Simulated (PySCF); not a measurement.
Calculation: PySCF with TPSSh-D3(BJ)/def2-TZVP // r2SCAN-D4/def2-SVP. Gas-phase values, no solvent. One relaxed conformer stands for a flexible species; it need not be the lowest. 

Reference species: [Sc(Cl)3] (neutral, multiplicity 1).

```json
{
  "charge on the central atom (meta-Löwdin)": "1.24 e",
  "mean_distance_from_the_central_atom_to_its_bonded_neighbours": "2.268 Å"
}
```

Changed species: [Sc(Cl)2(OH)] (1 of 3 Cl replaced by OH; the reference has 0 of 3 Cl replaced by OH).

Task: Predict the effect on the charge on the central atom (meta-Löwdin) and mean distance from the central atom to its bonded neighbours.

Result: the charge on the central atom (meta-Löwdin) increases by 0.05 e, to 1.29 e; the mean distance from the central atom to its bonded neighbours falls by 0.131 Å, to 2.137 Å.
